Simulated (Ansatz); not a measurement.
Geometry optimisation, RKS B3LYP-D4/def2-SVP (Ansatz 0.2.0).

Input:

```yaml
crystal:
  periodic: [false, false, false]
  atoms:
    - { symbol: Al, position_ang: [-0.020994, -0.824279, -1.083578] }
    - { symbol: Br, position_ang: [1.128951, 1.186517, -1.585165] }
    - { symbol: Cl, position_ang: [1.067017, -2.575982, -0.796043] }
    - { symbol: Cl, position_ang: [-2.104937, -0.811306, -1.20018] }
    - { symbol: H, position_ang: [0.597877, 1.309826, 1.173226] }
    - { symbol: O, position_ang: [0.104058, 0.657447, 1.695413] }
    - { symbol: H, position_ang: [-0.771871, 1.057778, 1.796328] }
basis:
  gaussian: { orbitals: def2-SVP }
hamiltonian:
  xc: b3lyp
  dispersion: d4
relax:
  f_tol: 0.03
  max_steps: 50
```

Launched with:

```bash
$ ansatz run input.yaml --threads 2 --pin off --max-ram 3072MiB --backend cpu --events-out ev --progress --plain --runs-dir out
```

Where does it end, and by what steps?

The run converged. After 9 steps the energy has fallen by 1.052 eV; O6 moved furthest, 0.64 Å. Joined: Al1–O6 (3.15 → 1.97 Å).

| step | energy less start (eV) | largest force component (eV/Å) | accepted |
| --- | --- | --- | --- |
| 0 | 0.0000 | 1.281 | yes |
| 1 | -0.2170 | 1.172 | yes |
| 2 | -0.4811 | 1.547 | yes |
| 3 | -0.8443 | 1.116 | yes |
| 4 | -0.8666 | 2.045 | yes |
| 5 | -1.0263 | 0.681 | yes |
| 6 | -1.0421 | 0.265 | yes |
| 7 | -1.0482 | 0.142 | yes |
| 8 | -1.0506 | 0.064 | yes |
| 9 | -1.0518 | 0.022 | yes |

```xyz
7
Properties=species:S:1:pos:R:3
Al 0.050 -0.467 -0.658
Br 1.176 1.198 -1.748
Cl 1.031 -2.318 -0.437
Cl -2.069 -0.519 -0.862
H 0.562 1.210 1.127
O 0.076 0.366 1.122
H -0.824 0.529 1.456
```

Time of the run: 25 s on 2 threads of Intel(R) Xeon(R) Platinum 8488C (Sapphire Rapids), with other jobs on the host, peak memory 0.29 GiB.
